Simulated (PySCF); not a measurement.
B(Cl)(Me)(NH2) (CH₅BClN), SMILES CB(N)Cl. Geometry: B3LYP-D3(BJ)/def2-SVP. The values are those of a single conformer.

Calculation: B3LYP-D3(BJ)/def2-SVP (PySCF 2.14.0).

Harmonic wavenumbers (cm⁻¹): 125, 289, 342, 417, 524, 601, 606, 843, 855, 892, 1144, 1314, 1383, 1435, 1453, 1594, 3026, 3102, 3112, 3590, 3694. Rotational constants (GHz): 8.250, 4.426, 2.933; symmetry number 1.

Q: Work out the zero-point energy and the ideal-gas rigid-rotor harmonic-oscillator thermochemistry at 298.15 K and 1 atm.

A: ZPE = ½ Σ hcν = ½ × 30342 cm⁻¹ = 181.48 kJ/mol. H − E(el) = 198.10 kJ/mol. Entropy in J/(mol K): translation 162.97, rotation 106.73, vibration 36.48, total 306.19. G − E(el) = 106.81 kJ/mol. Cp = 84.67 J/(mol K). Modes under 150 cm⁻¹ make the vibrational entropy uncertain.
